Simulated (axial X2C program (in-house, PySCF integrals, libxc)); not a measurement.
**Spectroscopic constants of HfC⁻**

Computed with an in-house relativistic program for diatomic molecules. Spin-free means the one-electron spin-free X2C Hamiltonian. Basis: Hf dyall-acv3z [14s15p10d7f4g], C dyall-av3z [8s7p3d2f] (cores contracted in-house); Gaussian nuclei, density fitting, unrestricted open shells. Masses: Hf 179.947 u, C 12.000 u.

Input file and command:
```json
{"zs": [72, 6], "q": -1, "bas": ["dyall-acv3z", "dyall-av3z"], "levels": ["PBE0", "HF", "PBE50"], "cc": true, "r0": 1.95, "thr": -1.0, "nmax": 90, "npts": 10, "nst": 2, "ntry": 6}
```
```bash
python so2c.py task.json out
```

Keys: zs atomic numbers; q charge; bas basis sets; levels methods; cc coupled cluster on or off; r0 starting distance in Å; thr threshold in hartree for freezing inner shells (an s shell follows its p shell); nmax most natural virtual spinors; npts points on the curve; nst determinants followed; ntry starts of the search. HF also brings MP2.

State, spin-free: M_S = 1/2, Λ = 0 (beyond evenly filled blocks: σα); electrons by block: σα: 16, σβ: 15, π+α: 8, π+β: 8, π-α: 8, π-β: 8, δ+α: 3, δ+β: 3, δ-α: 3, δ-β: 3, φ+α: 1, φ+β: 1, φ-α: 1, φ-β: 1. Fragments: Hf + C-.

| Hamiltonian | level | Re (Å) | ωe (cm⁻¹) | Be (cm⁻¹) | αe (cm⁻¹) | De (eV) | D0 (eV) | μ (D) |
| --- | --- | --- | --- | --- | --- | --- | --- | --- |
| spin-free | PBE0 | 1.837 | 879.7 | 0.4438 | 0.00195 | 4.99 | 4.93 | -3.59 |
| spin-free | PBE50 | 1.823 | 911.9 | 0.4509 | 0.00183 | 4.58 | 4.52 | -3.40 |

Dipoles are positive if C is the positive end and refer to the centre of mass.

The state is one determinant whose occupation by symmetry is held fixed; it was picked as the lowest of a PBE0 search that is not exhaustive. De is counted from the lowest determinant-based energies of the atoms at the same level, without counterpoise correction. The functionals have no current-density term, which raises determinants with orbital currents, atoms included. The highest occupied level of some functionals is positive through self-interaction error; at Hartree–Fock it is bound. The determinant is spin-polarised beyond a pure state at some levels (its spin-free form has ⟨S²⟩ too high), which makes Re and μ there less reliable. The stretched end of a curve changes character and is left out.

No reliable constants came from CCSD (2c), CCSD (spin-free), CCSD(T) (2c), CCSD(T) (spin-free), HF (2c), HF (spin-free), MP2 (2c), MP2 (spin-free), PBE0 (2c), PBE50 (2c): no minimum in range, unconverged points, a curve that is not smooth, a change of character along it, or the two Hamiltonians disagreeing along it.

The whole task took 6.2 min on 1 thread of Arm Neoverse V1, on a shared host.
